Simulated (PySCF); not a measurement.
Task: Give a PBE0-D3(BJ)/def2-SVP geometry of bromomethylsilane (`C(Br)[SiH3]`).

Result: 
```
atom  x, y, z in Å
Si1   -0.8358    0.2151    0.0315
C2     1.0397   -0.0268    0.0175
Br3    1.9245    1.5740    0.6791
H4    -1.2917    0.4823    1.4257
H5    -1.1964    1.3589   -0.8543
H6    -1.4866   -1.0334   -0.4757
H7     1.4245   -0.2123   -0.9949
H8     1.3523   -0.8579    0.6647
```

Orientation and origin are arbitrary. Atoms count from 1 in this order. Si1 (SiH3 silicon) is tetrahedral (angles from 108.8° to 110.1°).

Bonds between heavy atoms (Å): Si1–C2 1.891, C2–Br3 1.945.

Method used: PySCF 2.14.0, PBE0-D3(BJ)/def2-SVP geometry optimisation, gas phase.

Point group: Cs (every atom within 0.08 Å of its image). No PBE0-D3(BJ)/def2-SVP frequencies stand behind this structure, so it isn't proved a minimum.

---

Problem. Give a PBE0-D3(BJ)/def2-SVP geometry of InChI=1S/CH6Ge/c1-2/h1-2H3.

Solution. 
```
atom  x, y, z in Å
C1    -0.786    0.071   -0.063
Ge2    1.161    0.203   -0.014
H3    -1.149    0.149   -1.098
H4    -1.241    0.879    0.527
H5    -1.116   -0.893    0.351
H6     1.677    0.010    1.425
H7     1.794   -0.878   -0.911
H8     1.618    1.587   -0.517
```

Orientation and origin are arbitrary. Atoms count from 1 in this order. Ge2 (germanium bonded to C and 3 H) is tetrahedral (angles from 108.5° to 110.4°).

Bonds between heavy atoms (Å): C1–Ge2 1.953.

Computed with PySCF, PBE0-D3(BJ)/def2-SVP geometry optimisation, gas phase.

Point group: near C3v, missed by 0.08 Å at most; the miss may be what the optimiser left on a soft mode (C3 holds within 0.08 Å). Stationary, but not proved a minimum.

On one thread of an Intel Xeon 6975P-C, on a shared host, this took 5.4 s wall and 0.33 GiB of memory at its peak. This is the geometry optimisation.

---

**Question.** Give a PBE0-D3(BJ)/def2-SVP geometry of `FC(F)Br` (bromodifluoromethane).

**Answer.** 
```
atom  x, y, z in Å
F1     0.0686    0.8744   -1.0490
C2     0.1255   -0.0436   -0.0936
F3     1.1052    0.2678    0.7454
Br4   -1.5620   -0.0944    0.8640
H5     0.2931   -1.0406   -0.5281
```

Any rigid rotation of these coordinates is as good. Atoms count from 1 in this order. 

Bonds between heavy atoms (Å): F1–C2 1.326, C2–F3 1.327, C2–Br4 1.941.

The calculation used PBE0-D3(BJ)/def2-SVP geometry optimisation, gas phase in PySCF.

Point group: Cs (tolerance 0.08 Å). No PBE0-D3(BJ)/def2-SVP frequencies stand behind this structure, so it isn't proved a minimum.

Hardware: Arm Neoverse V2, one thread, shared host with 32 logical CPUs at a one-minute load of 27. Cost: 12 s wall, 0.34 GiB resident at most. This is the geometry optimisation.
